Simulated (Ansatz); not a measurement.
## A rate constant, worked out

An elementary step of SiH$_{4}$SO$_{3}$, closed shell (SiH₄SO₃ ([OH][Si]([OH])([OH])[SH]) → SiH₂SO₂ ([OH][Si]([OH])[S]) + H₂O (still joined by a long Si–O bond); Si–O, S–H broken or loosened, O–H formed or tightened). The start structure is the reactant molecule, and the electronic barrier above it is 1.607 eV by CCSD(T) at an estimated basis limit (MP2 extrapolated from triple and quadruple zeta, plus CCSD(T) − MP2 in triple zeta). Computed with Ansatz 0.2.0 (basis: def2-TZVPP and def2-QZVPP); correlated methods freeze the cores. Extrapolation: Hartree–Fock as exp(−7.88 √X), correlation as X^−2.97. Harmonic wavenumbers at PBE0-D4/def2-TZVP (Ansatz 0.2.0), in cm⁻¹:

Start: 130, 187, 216, 261, 267, 306, 329, 338, 364, 531, 729, 808, 828, 836, 874, 976, 999, 2718, 3905, 3921, 3926.

Saddle: 1071i, 138, 239, 262, 291, 326, 371, 426, 459, 608, 728, 796, 830, 854, 952, 993, 1185, 1765, 3806, 3911, 3913.

Problem. Work out the transition-state-theory rate constant at 400 K from these numbers alone (harmonic vibrations; rotation, path degeneracy and anharmonicity left out), and the Wigner tunnelling factor. Use 1 cm⁻¹ = 1.2398 × 10⁻⁴ eV and k_B = 8.617 × 10⁻⁵ eV/K.

Solution. Zero-point energies, half the sums: start 23449/2 cm⁻¹ = 1.4537 eV; saddle, real modes only, 22853/2 cm⁻¹ = 1.4167 eV.
Barrier with zero-point energy: 1.607 + 1.4167 − 1.4537 = 1.5700 eV.
k_BT = 0.03447 eV, so the barrier is 45.55 k_BT.
Vibrational partition functions from the zero-point level, ln q = −Σ ln(1 − exp(−hν/k_BT)): start 5.227, saddle 3.978.
k = (k_BT/h) exp(ln q‡ − ln q) exp(−E0/k_BT), with log₁₀(k_BT/h in s⁻¹) = 12.92: log₁₀ k = 12.92 + (-1.249 − 45.55)/2.3026 = -7.40, so k ≈ 4 × 10^(-8) s⁻¹.
Wigner factor: 1 + (hν‡/k_BT)²/24 = 1 + (3.85)²/24 = 1.62, too large for this simple formula to be trusted. A change of 1 kcal/mol (0.043 eV) in the barrier would change k by a factor of 3.5 at this temperature.

The T1 diagnostic stays at or below 0.013.

Labels in which every atom is bracketed show which atoms are joined, not bond orders.

For scale, one of the runs: CCSD(T)/def2-TZVPP, 233 basis functions, launched by `ansatz run in.yaml --threads 4 --pin off --events-out ev --progress --plain --max-ram 9574MiB`. Hardware: 4 CPU threads of an Arm Neoverse V2, shared host. Wall time 100 s; peak host memory 4.1 GiB.
